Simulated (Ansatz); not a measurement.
Start from `[OH][GeH]([F])[SiH3]` and change one atom or group to get `[CH3][GeH]([F])[SiH3]`.

Ansatz, PBE0-D4/def2-TZVP geometries, multiplicity 1. Each molecule was computed in one conformer, which needn't be the lowest.

Scalar relativity is left out up to krypton.

| property | `[OH][GeH]([F])[SiH3]` |
| --- | --- |
| LUMO energy (PBE/def2-TZVPP) / eV | -1.12 |
| HOMO energy (PBE/def2-TZVPP) / eV | -7.24 |
| HOMO–LUMO gap (PBE0/def2-TZVPP) / eV | 8.26 |
| size of the dipole moment (B3LYP/def2-TZVPP) / D | 1.87 |
| HOMO energy (B3LYP/def2-TZVPP) / eV | -8.35 |
| ideal-gas entropy at 298 K and 1 bar (rigid rotor, harmonic PBE0-D4/def2-TZVP) / J/(mol·K) | 357 |

**Question.** What does the change do to each property? (Estimate.)

**Answer.** Computed: 
```tsv
property	`[CH3][GeH]([F])[SiH3]`	shift
LUMO energy (PBE/def2-TZVPP) / eV	-1.13	-0.01
HOMO energy (PBE/def2-TZVPP) / eV	-6.92	0.32
HOMO–LUMO gap (PBE0/def2-TZVPP) / eV	7.85	-0.41
size of the dipole moment (B3LYP/def2-TZVPP) / D	2.35	0.48
HOMO energy (B3LYP/def2-TZVPP) / eV	-7.92	0.43
ideal-gas entropy at 298 K and 1 bar (rigid rotor, harmonic PBE0-D4/def2-TZVP) / J/(mol·K)	367	10
```

The zero-point energy changes by 59.5 kJ/mol with +6 modes. Dipoles are sizes alone; their direction can turn.

B3LYP here is the variant with VWN-RPA as its local correlation; programs differ in this.
